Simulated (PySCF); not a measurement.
Geometry:
```
atom   x (Å)   y (Å)   z (Å)
  C1   2.733  -0.048  -0.119
  C2   2.446  -1.113   0.638
  O3   1.452  -1.228   1.532
 Si4   0.233  -0.067   1.792
  B5  -0.974   0.185   0.180
  C6  -0.961  -0.868  -0.973
  C7  -1.940   1.417   0.153
  H8   2.164   0.885  -0.065
  H9   3.573  -0.089  -0.813
 H10   3.048  -2.028   0.577
 H11   0.871   1.211   2.252
 H12  -0.535  -0.629   2.945
 H13   0.023  -1.321  -1.167
 H14  -1.412  -0.521  -1.917
 H15  -1.603  -1.693  -0.599
 H16  -1.366   2.190  -0.400
 H17  -2.194   1.862   1.126
 H18  -2.859   1.247  -0.432
```

Geometry: PBE0-D3(BJ)/def2-SVP; GIAO shifts from PySCF 2.14.0 with density-fitted response routines, gas phase, non-relativistic, averaged over equivalent atoms.

At wB97X-D/pcSseg-1 (181 basis functions, 26 s wall time on 1 thread of an Arm Neoverse V2, shared host):
| atoms | δ (ppm) |
| --- | --- |
| C2 | 161.5 |
| C1 | 93.1 |
| C6/C7 | 20.2 |
| O3 | 103.4 |
| Si4 | -26.1 |
| B5 | 102.0 |
| H10 | 6.79 |
| H11/H12 | 5.01 |
| H9 | 4.06 |
| H8 | 3.93 |
| H13/H14/H15/H16/H17/H18 | 1.31 |

References, each an isolated molecule treated in the same way: ¹³C (184.54 ppm), ²⁹Si (352.93 ppm), ¹H (31.38 ppm) vs TMS; ¹⁷O (333.19 ppm) against H2O; BF3·OEt2 for ¹¹B (101.61 ppm).

Question: Predict the values at PBE0/pcSseg-1 on the same geometry.

Answer: 
```csv
atoms,δ at PBE0/pcSseg-1,change
C2,160.3,-1.2
C1,92.7,-0.4
C6/C7,21.7,+1.5
O3,111.7,+8.3
Si4,-27.3,-1.2
B5,107.0,+5.0
H10,6.82,+0.03
H11/H12,5.09,+0.08
H9,4.06,+0.00
H8,3.93,+0.00
H13/H14/H15/H16/H17/H18,1.40,+0.09
```

References, each an isolated molecule treated in the same way: ¹³C (σref 184.41), ²⁹Si (σref 351.99), ¹H (σref 31.27) vs TMS; ¹⁷O (σref 334.56) against H2O; BF3·OEt2 for ¹¹B (σref 100.73).

The largest change is at O3 (oxygen bonded to C, Si). Cost: 181 basis functions, 23 s wall time on 1 thread of an Arm Neoverse V2, shared host. The order of the carbon signals is the same at both levels.

A carbon bonded to boron is broadened by the quadrupolar boron nucleus and is often missing from a measured spectrum. Experimental scales use liquid or dissolved standards, which lie at an offset from isolated H2O (liquid H2O: subtract about 36 ppm).
